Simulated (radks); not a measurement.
All-electron atom: Lu7+ in [Kr] 4d10 4f13 5s2 5p3. Calculated with a radial shooting solver on a logarithmic mesh with Libxc functionals: Dirac Kohn-Sham, LB94 model potential, spin-unpolarised, spherical densities, finite nucleus; open shells fill j = l - 1/2 first; Fermi nuclear charge, rms radius 5.37 fm.

Radial electron density D(r) = 4 pi r^2 rho(r):

```
   r/bohr * D(r) (the largest magnitude, 127, reaches the edge; | marks zero)
 0.001063 |  *
 0.001406 |    *
 0.001845 |      *
 0.002422 |          *
 0.003205 |              *
 0.004207 |                    *
 0.005521 |                           *
 0.007247 |                                  *
 0.009589 |                                       *
  0.01259 |                                          *
  0.01652 |                                         *
  0.02186 |                                      *
  0.02869 |                                      *
  0.03766 |                                           *
  0.04943 |                                                    *
  0.06541 |                                                      *
  0.08585 |                                              *
   0.1127 |                                          *
   0.1491 |                                                *
   0.1957 |                                              *
   0.2569 |                             *
   0.3372 |                        *
   0.4461 |                            *
   0.5856 |                      *
   0.7686 |           *
    1.017 |     *
    1.335 |  *
    1.752 |*
      2.3 *
    3.043 *
```

D(r) has 4 maxima, at r = 0.0133, 0.0594, 0.165, 0.446 bohr, and minima at 0.0259, 0.107, 0.316 bohr, inside which lie 2.03, 11.12, 29.88 electrons.
